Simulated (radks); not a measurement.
Values are calculated unless marked as measured or tabulated.
Task: Spherical quantum dot in the effective-mass picture: electrons in a parabolic well V = omega^2 r^2 / 2 with omega = 2.71, with a point charge +2 (a donor) at the centre, all in effective atomic units (hartree* = m*/eps^2 hartree, bohr* = eps/m* bohr), one dielectric constant everywhere. Level of theory: non-relativistic Kohn-Sham, LDA (Slater exchange, Perdew-Wang correlation), spin-polarised, spherical densities (a radial shooting solver with Libxc functionals). Levels are named by radial order and angular momentum (1s, 1p, 1d, 2s, ...), and open shells are averaged over m. Results are scaled to m* = 0.12 and eps = 16.1, for which hartree* = 12.6 meV and bohr* = 7.1 nm. At N = 32 the configuration is 1s2 1p6 1d10 2s2 1f(up 7, down 2) 2p(up 3, down 0). Does electron 33 go into 2p down or 3s up or 1f down?

Result: Into 1f down. The total energies of the other choices lie higher by 1.36 meV (2p down), 17.6 meV (3s up).
